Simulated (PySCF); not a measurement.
trans-1,3,3,3-tetrafluoropropene cation (C3H2F4), SMILES F/C=C/C(F)(F)F (connectivity only; charge and spin as stated), charge +1, multiplicity 2.

Coordinates come from a PBE-D3(BJ)/def2-SVP optimisation. The spin state was assumed, not searched.

The numbers are results of PBE-D3(BJ)/def2-SVP run with PySCF 2.14.0, not measurements.

No scaling factor is applied to the harmonic values.

Computed vibrational spectrum:
| mode | ν (cm⁻¹) | IR (km/mol) | moving atoms (share of kinetic energy) |
|---|---|---|---|
| 1 | 32 | 0.0 | F 56 %, C 29 %, H 16 % |
| 2 | 136 | 16.3 | F 39 %, C 36 %, H 25 % |
| 3 | 170 | 8.9 | F 74 %, C 21 % |
| 4 | 298 | 7.3 | F 40 %, C 38 %, H 22 % |
| 5 | 352 | 11.4 | F 79 %, C 19 % |
| 6 | 392 | 17.5 | F 56 %, C 37 % |
| 7 | 513 | 0.3 | F 86 %, C 10 % |
| 8 | 536 | 6.9 | F 76 %, C 18 % |
| 9 | 675 | 23.2 | F 63 %, C 32 % |
| 10 | 764 | 17.9 | H 75 %, C 22 % |
| 11 | 873 | 18.9 | F 51 %, C 33 %, H 16 % |
| 12 | 917 | 0.5 | H 50 %, C 47 % |
| 13 | 1110 | 86.2 | C 51 %, H 26 %, F 24 % |
| 14 | 1120 | 158.8 | C 68 %, F 31 % |
| 15 | 1203 | 4.1 | C 55 %, H 40 % |
| 16 | 1236 | 144.6 | C 70 %, H 16 %, F 14 % |
| 17 | 1271 | 114.3 | H 64 %, C 27 %, F 9 % |
| 18 | 1319 | 35.0 | C 64 %, F 25 %, H 11 % |
| 19 | 1546 | 174.2 | C 78 %, H 14 % |
| 20 | 3098 | 41.5 | H 91 %, C 9 % |
| 21 | 3113 | 44.6 | H 91 %, C 9 % |
